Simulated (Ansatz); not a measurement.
The same path of CH9AlOSi2 (14 atoms, charge 0, multiplicity 1) was run twice with different band settings. Lost on the way: Si5–H14. Made: O4–H14.

Theory: RKS B3LYP-D4/def2-SVP (Ansatz).

Relaxed end points:

```xyz
14
Properties=species:S:1:pos:R:3
C -0.889 1.738 0.821
Si 0.281 0.711 1.909
Al 0.917 -1.375 0.785
O 0.526 -1.472 -0.877
Si 0.051 -1.250 -2.442
H -1.827 1.192 0.633
H -1.141 2.697 1.299
H -0.424 1.950 -0.155
H -0.369 0.435 3.232
H 1.511 1.515 2.215
H 1.651 -2.633 1.410
H -1.136 -2.103 -2.744
H -0.319 0.179 -2.680
H 1.157 -1.612 -3.376
```

```xyz
14
Properties=species:S:1:pos:R:3
C -1.307 1.632 1.126
Si 0.362 0.721 1.196
Al 0.295 -1.409 0.001
O 1.566 -1.518 -1.371
Si 0.277 -1.022 -2.690
H -2.100 1.045 1.618
H -1.241 2.607 1.634
H -1.612 1.808 0.082
H 0.746 0.534 2.634
H 1.419 1.590 0.586
H -0.030 -2.876 0.509
H -0.796 -1.243 -1.445
H 0.387 0.448 -2.286
H 2.023 -2.348 -1.565
```

Common settings: spring 5.0 eV/Å²; optimiser quadratic models (default); start path through a guess of the saddle point; force threshold 0.05 eV/Å; iteration limit 60; end points relaxed.

| run | movable images | climbing image |
| --- | --- | --- |
| 1 | 5 | yes |
| 2 | 4 | no |

(1) What does each run give, and how far can it be trusted?

## Answers

(1) Run 1: converged after 38 iterations, highest image 3.439 eV above the first end. Neighbouring images differ by up to 3.4 eV, so the band resolves the path poorly. A vibrational analysis at the climbing image gives one clearly imaginary mode, 1550i cm⁻¹: a first-order saddle point.
Run 2: converged after 49 iterations, highest image 1.959 eV above the first end. No image climbed, so the highest image needn't sit at the top of the path. A band with more images between the same ends climbed to 3.44 eV, so this one has probably stepped over the top.
The orbitals stay closed-shell, which can raise the energy where a bond breaks towards radicals; this wasn't checked here.
